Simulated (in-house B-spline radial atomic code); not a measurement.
## Ionising the oxygen ion O⁺ with different functionals

Computed with a B-spline radial code for spherical atoms: non-relativistic Hamiltonian, point nucleus, spin-polarised at highest spin, spherical fractional occupations for the functionals, the average over the highest-spin determinants for Hartree-Fock. The ionisation energy is the difference of two self-consistent energies, [He] 2s2 2p3 → [He] 2s2 2p2, without Breit or QED terms; ε is the level of the shell that loses the electron (its least bound occupied spin orbital).

Hybrids are left out here: with spherical fractional occupations of an open shell their exact exchange keeps a self-interaction that integer-occupation calculations don't have.

```json
{"method": "Hartree-Fock", "rung": "Hartree-Fock", "ΔSCF (eV)": "34.69", "-ε(2p) (eV)": "36.21"}
{"method": "LDA VWN5", "rung": "LDA", "ΔSCF (eV)": "35.57", "-ε(2p) (eV)": "26.45"}
{"method": "LDA PW92", "rung": "LDA", "ΔSCF (eV)": "35.56", "-ε(2p) (eV)": "26.44"}
{"method": "LDA exchange-only", "rung": "LDA", "ΔSCF (eV)": "34.39", "-ε(2p) (eV)": "25.35"}
{"method": "PBE", "rung": "GGA", "ΔSCF (eV)": "35.50", "-ε(2p) (eV)": "26.37"}
{"method": "PBEsol", "rung": "GGA", "ΔSCF (eV)": "35.41", "-ε(2p) (eV)": "26.30"}
{"method": "BLYP", "rung": "GGA", "ΔSCF (eV)": "35.37", "-ε(2p) (eV)": "26.18"}
{"method": "RPBE", "rung": "GGA", "ΔSCF (eV)": "35.47", "-ε(2p) (eV)": "26.34"}
{"method": "PW91", "rung": "GGA", "ΔSCF (eV)": "35.62", "-ε(2p) (eV)": "26.48"}
{"method": "BP86", "rung": "GGA", "ΔSCF (eV)": "35.53", "-ε(2p) (eV)": "26.39"}
{"method": "AM05", "rung": "GGA", "ΔSCF (eV)": "35.40", "-ε(2p) (eV)": "26.29"}
{"method": "OLYP", "rung": "GGA", "ΔSCF (eV)": "35.58", "-ε(2p) (eV)": "26.40"}
{"method": "TPSS", "rung": "meta-GGA", "ΔSCF (eV)": "35.74", "-ε(2p) (eV)": "26.64"}
{"method": "SCAN", "rung": "meta-GGA", "ΔSCF (eV)": "36.36", "-ε(2p) (eV)": "27.33"}
{"method": "r2SCAN", "rung": "meta-GGA", "ΔSCF (eV)": "?", "-ε(2p) (eV)": "?"}
{"method": "M06-L", "rung": "meta-GGA", "ΔSCF (eV)": "36.15", "-ε(2p) (eV)": "27.11"}
{"method": "revTPSS", "rung": "meta-GGA", "ΔSCF (eV)": "?", "-ε(2p) (eV)": "?"}
```

What does r2SCAN give?

ΔSCF 36.33 eV, and -ε(2p) = 27.30 eV.

What does revTPSS give?

ΔSCF 35.64 eV, and -ε(2p) = 26.56 eV.

How do they compare with the NIST value?

NIST lists 35.121 eV (measured, ground level to ground level). Errors run from -0.73 to +1.24 eV; BLYP is closest (+0.25 eV), but part of that can be cancellation, since the calculations leave out relativity, Breit-QED terms, multiplet and fine-structure energies. Hartree-Fock also lacks correlation.
